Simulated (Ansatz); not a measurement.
Job for Ansatz (a first-principles code): U-HF/def2-TZVPP on CH4N (SMILES [CH2]N), 2S+1 = 2, atoms moved off the minimum.

Ansatz 0.2 input:
```yaml
crystal:
  periodic: [false, false, false]
  atoms:
    - {symbol: C, position_ang: [-0.78847389, 0.04972615, -0.05448630]}
    - {symbol: N, position_ang: [0.54154599, -0.09746376, 0.17145324]}
    - {symbol: H, position_ang: [-1.32988764, -0.86362704, 0.02770829]}
    - {symbol: H, position_ang: [-1.20072747, 0.98236656, 0.04238518]}
    - {symbol: H, position_ang: [1.26288569, 0.72499463, -0.10987433]}
    - {symbol: H, position_ang: [1.09985207, -0.88135222, -0.13130443]}
basis:
  gaussian:
    orbitals: def2-TZVPP
hamiltonian:
  xc: {name: HF}
magnetization: {spin_polarized: true, initial_magnetization: 1}
output: {forces: true}
```

It printed:

```
WARN ansatz: RAYON_NUM_THREADS=1 ignored (pool sized by the plan → 1); use --threads N
Functional definition: HF
integrals: 0.02 GiB planned
651 factors; their error is unknown
mean field: 0.22 GiB planned
mean field evaluation 1: about -2572.5039 eV, gradient 2.0e1 eV
mean field evaluation 2: about -2574.0694 eV, gradient 9.0e0 eV
mean field evaluation 4: about -2574.4749 eV, gradient 8.2e-1 eV
mean field evaluation 8: about -2574.4925 eV, gradient 7.7e-2 eV
mean field -2574.53420228 eV, -94.6123868518 hartree, gradient 2.3e-5 eV, S^2 0.763542; 0 other end points of the search recorded, 0 dependent functions left out
the calculation of the forces begins
reference -2574.53420228 eV, -94.6123868518 hartree; 9, 8 occupied and 109, 110 virtual orbitals, 651 factors
Total energy: -2574.53420228 eV, -94.6123868518 hartree
Atom 0 at    -0.788474     0.049726    -0.054486 Å, force     0.227055    -2.085687    -0.964319 eV/Å
Atom 1 at     0.541546    -0.097464     0.171453 Å, force     6.227916     3.072594    -0.708636 eV/Å
Atom 2 at    -1.329888    -0.863627     0.027708 Å, force    -0.585773     0.068813     0.041900 eV/Å
Atom 3 at    -1.200727     0.982367     0.042385 Å, force    -0.921680     1.670157     0.317257 eV/Å
Atom 4 at     1.262886     0.724995    -0.109874 Å, force    -3.458846    -2.480018     1.169887 eV/Å
Atom 5 at     1.099852    -0.881352    -0.131304 Å, force    -1.488671    -0.245860     0.143911 eV/Å
Dipole moment:     0.203513    -0.002420    -0.134296 e Å
```

The run converged.

Cost: about 1.1 core-seconds (a rough figure).
